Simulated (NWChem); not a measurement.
## Lowest excitation of H6Al2

SMILES: [AlH3].[AlH3]
```xyz
8

Al     0.0000     0.0000    -1.3039
Al     0.0000     0.0000     1.3039
H      0.0000    -1.1587     0.0000
H     -1.4236     0.0000    -1.9931
H      1.4236     0.0000    -1.9931
H      0.0000     1.1587     0.0000
H     -1.4236     0.0000     1.9931
H      1.4236     0.0000     1.9931
```
Charge 0, spin multiplicity 1.

Everything below was run with NWChem. Structure: optimised with PBE0/def2-SVP, a minimum by its harmonic frequencies.

Basis set: aug-cc-pVDZ.

The cost column gives rough processor time relative to CIS; each entry includes its own SCF.

The correlated methods keep 10 core orbitals frozen. B3LYP has NWChem's definition, with VWN1-RPA local correlation. The structure started from a generated list of species. Coupled-cluster values serve here as a point of comparison, not as the truth.

| method | lowest vertical singlet excitation energy (eV) | relative cost |
|---|---|---|
| CIS | 7.66 | 1 |
| TDA-PBE0 | 6.15 | under 3 |
| TD-PBE | (withheld) | under 3 |
| TD-B3LYP | 6.09 | under 3 |
| EOM-CCSD | (withheld) | under 3 |

Problem. Complete the blanks.

Solution. 
- TD-PBE, lowest vertical singlet excitation energy (eV): 5.48
- EOM-CCSD, lowest vertical singlet excitation energy (eV): 6.83
